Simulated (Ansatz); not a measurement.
A structure relaxed at PBE-D4/def2-SVP in Ansatz, charge 0, singlet:

Cartesian coordinates in Å:
```
N -1.687 1.730 -0.027
Ga -2.134 -0.143 -0.612
Ga 0.454 0.912 -2.360
N -0.694 -0.644 -1.794
N -1.805 -1.198 1.070
Ga 0.325 -2.266 -1.169
Ga 0.153 2.107 0.698
N 1.358 1.375 -0.618
N 0.259 0.833 2.253
Ga 0.022 -1.136 1.912
Ga 2.567 -0.060 0.115
N 1.240 -1.535 0.471
H -1.720 2.277 -0.907
H -2.423 2.130 0.571
H -3.641 -0.252 -1.065
H -0.567 2.127 -2.662
H 1.515 0.463 -3.437
H -1.135 -0.956 -2.675
H -2.551 -1.052 1.765
H -1.902 -2.184 0.765
H -0.788 -3.304 -0.626
H 1.385 -2.712 -2.250
H 0.277 3.603 1.181
H 2.007 2.136 -0.874
H -0.308 1.154 3.050
H 1.244 0.911 2.568
H 0.054 -1.954 3.261
H 3.625 -0.508 -0.967
H 3.043 0.464 1.568
H 1.828 -2.320 0.794
```

Task: Give its formula and point group.

Result: Ga6N6H18, a cluster cut from wurtzite GaN (hydrogen-capped). Point group C3v (tolerance 0.1 Å).

Task: Summarise the bond lengths by kind (pairs closer than 1.2 times the sum of covalent radii, bridged metal pairs left out).

Result: 15 × Ga–N 1.93 to 2.02 Å; 9 × H–N 1.03 to 1.04 Å; 9 × Ga–H 1.58 to 1.62 Å.
